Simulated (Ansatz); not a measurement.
C$_{2}$H$_{9}$B$_{2}$N (`BN(B)CC`), relaxed with RKS PBE0-D4/def2-TZVP in Ansatz from a PBE-D4/def2-SVP geometry. The force threshold is 0.005 eV/Å; the program also tests the step.

The species carries charge 0 and has multiplicity 1.

Start:

```xyz
14

B    -1.570   -0.952    0.169
N    -0.678    0.085   -0.257
B    -0.733    0.602   -1.591
C     0.343    0.599    0.683
C     1.637   -0.206    0.620
H    -1.493   -1.364    1.313
H    -2.390   -1.387   -0.612
H     0.049    1.479   -1.917
H    -1.553    0.160   -2.367
H     0.543    1.662    0.441
H    -0.074    0.567    1.710
H     2.076   -0.171   -0.399
H     2.387    0.196    1.331
H     1.456   -1.270    0.876
```

How much energy does the relaxation release, and in how many steps? (Estimate.)

Computed: 1.25 kcal/mol, in 4 steps.

Which bonds change most? (Estimate.)

Ansatz gave: B1–H6 from 1.219 to 1.199 Å; B3–H9 from 1.213 to 1.193 Å; B1–H7 from 1.213 to 1.193 Å; B3–H8 from 1.219 to 1.199 Å.

Give the relaxed structure. (Best estimate.)

Ansatz gave: 
```xyz
14

B    -1.560   -0.939    0.170
N    -0.670    0.081   -0.255
B    -0.721    0.593   -1.576
C     0.339    0.593    0.680
C     1.625   -0.203    0.611
H    -1.489   -1.343    1.296
H    -2.361   -1.370   -0.602
H     0.044    1.458   -1.897
H    -1.527    0.155   -2.339
H     0.533    1.642    0.443
H    -0.072    0.555    1.692
H     2.052   -0.162   -0.395
H     2.364    0.192    1.312
H     1.444   -1.252    0.859
```
